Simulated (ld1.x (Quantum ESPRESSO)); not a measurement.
## What one change does to a pseudopotential (B, TM)

* Element: boron (B)
* Generator: ld1.x (Quantum ESPRESSO) 7.5
* Type: norm-conserving Troullier–Martins (Kleinman–Bylander form)
* Functional: LDA (PZ)
* Relativity: scalar-relativistic
* Frozen core: [He]
* Valence charge: 3
* Reference configuration: 2s2 2p0.5 (charge +0.5)
* Partial waves: 2s (bound): rc 1.45 bohr; 2p (bound): rc 1.70 bohr
* Local potential: the p channel
* Core correction: a·sin(br)/r model core inside 1.30 bohr

Change: all radii but the core radius scaled by about 0.79 (s 1.14, p 1.34 bohr).

Cutoffs: the cutoffs (Ry, on a coarse ladder) from which the occupation-weighted sum of valence levels, in a spherical-Bessel basis at the reference potential, stays within 10 and 1 mRy of its value at 400 Ry; they do not see the model core or the augmentation charge, which bear on the density cutoff. Errors are all-electron minus pseudo energies relative to the spin-unpolarised reference configuration.

Q: How do hardness, ghosts and transferability respond?

A: The potential gets harder (25 Ry and 50 Ry → 30 Ry and 60 Ry); of the 9 tests that both files solve, the error grows in 1 and shrinks in 0 by more than 15 % and 0.3 meV (median size 8.8 → 9.3 meV); neither file shows a bound ghost. A smaller radius makes the pseudo-wave follow the all-electron one further in, where it bends more sharply, so more plane waves are needed.

| quantity | base | changed |
| --- | --- | --- |
| cutoff, loose | 25 Ry | 30 Ry |
| cutoff, tight | 50 Ry | 60 Ry |
| loose cutoff by channel (10 mRy a level) | s 18 Ry, p 25 Ry | s 18 Ry, p 35 Ry |
| bound ghosts | none | none |
| error for 2s2 2p1, meV [ΔE -2.94 eV] | +2.2 | +2.1 |
| error for 2s2 2p0, meV [ΔE 5.38 eV] | +8.0 | +7.1 |
| error for 2s1 2p0, meV [ΔE 30.69 eV] | +82 | +80 |
| error for 2s1 2p2, meV [ΔE 2.74 eV] | +13 | +14 |
| error for 2s0 2p3, meV [ΔE 8.46 eV] | +38 | +41 |
| error for 2s2 2p1.3, meV [ΔE -3.72 eV] | +3.4 | +3.4 |
| error for 2s1 2p1, meV [ΔE 11.34 eV] | +3.0 | +7.0 |
| error for 2s2 2p0.5 (spin-polarised), meV [ΔE -0.07 eV] | +8.8 | +9.3 |
| error for 2s2 2p1 (spin-polarised), meV [ΔE -3.18 eV] | +26 | +27 |
